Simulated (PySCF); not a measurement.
C₆H₇Cl.
Atom-mapped SMILES: `[Cl:1][C:2]1=[CH:3][CH2:4][C@@H:5]2[CH2:6][C@H:7]12` (hydrogens: H8 on C3; H9, H10 on C4; H11 on C5; H12, H13 on C6; H14 on C7)

Cartesian coordinates in Å at the PBE0-D3(BJ)/def2-SVP level; atoms count from 1:
```
atom  x, y, z in Å
Cl1   -1.4695    6.1182   -0.0324
C2    -0.8953    4.5217    0.2621
C3     0.3721    4.1045    0.1406
C4     0.4882    2.6484    0.5037
C5    -0.9517    2.2087    0.7387
C6    -1.9312    2.3281   -0.3874
C7    -1.8361    3.4332    0.6308
H8     1.2041    4.7241   -0.1963
H9     1.1000    2.5148    1.4137
H10    0.9800    2.0588   -0.2900
H11   -1.1498    1.4578    1.5071
H12   -2.8125    1.6825   -0.3475
H13   -1.5599    2.5382   -1.3953
H14   -2.6681    3.6415    1.3081
```

The calculation used core-valence-separated Tamm–Dancoff BHandHLYP/aug-pcX-1 (pcseg-1 on H, def2-SVPD on Cl) in PySCF, non-relativistic, gas phase, PBE0-D3(BJ)/def2-SVP geometry. Absolute energies from this functional tend to lie a few eV below measured edges; no shift was applied.

The lowest roots of each edge with f over 0.003 (five at most, numbered afresh; weaker and dark ones are left out), with transition dipoles (au) in the frame of the coordinates:

```json
{"root": "1", "edge": "C", "E (eV)": "282.84", "f": "0.0579", "μx": "0.0158", "μy": "0.0263", "μz": "0.0861"}
{"root": "2", "edge": "C", "E (eV)": "284.09", "f": "0.0629", "μx": "-0.0121", "μy": "-0.0215", "μz": "-0.0918"}
{"root": "3", "edge": "C", "E (eV)": "285.72", "f": "0.0578", "μx": "-0.0312", "μy": "0.0835", "μz": "-0.0179"}
{"root": "4", "edge": "C", "E (eV)": "285.78", "f": "0.0179", "μx": "-0.0408", "μy": "0.0292", "μz": "0.0062"}
{"root": "5", "edge": "C", "E (eV)": "285.83", "f": "0.0034", "μx": "-0.0219", "μy": "-0.0009", "μz": "-0.0036"}
```

Molecules are fixed in this frame and the field points along (1, 0, −1)/√2. What effective strengths 3 f cos²θ do the roots have (θ between field and μ)?

root 1 (C3): 0.051, root 2 (C2): 0.066, root 3 (C2): 0.002, root 4 (C6): 0.023, root 5 (C4): 0.004. Root 2 is the strongest. Averaged over all orientations cos²θ is 1/3, which gives f back.

Time: 20 s wall; peak memory 1.0 GiB. Hardware: one thread, AMD EPYC 7R43 (x86_64), no GPU, shared host.
